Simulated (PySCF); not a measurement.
SZn, SMILES [S]=[Zn]. Coordinates come from a B3LYP-D3(BJ)/def2-TZVP optimisation.

Computed equilibrium geometry at B3LYP-D3(BJ)/def2-TZVP (PySCF confirms it by a frequency run) as bond lengths and angles, and its point group:
point group C∞v.
Atoms: Zn1 S2. Bond lengths (Å): Zn1–S2 2.078.
Charge 0, spin multiplicity 1.
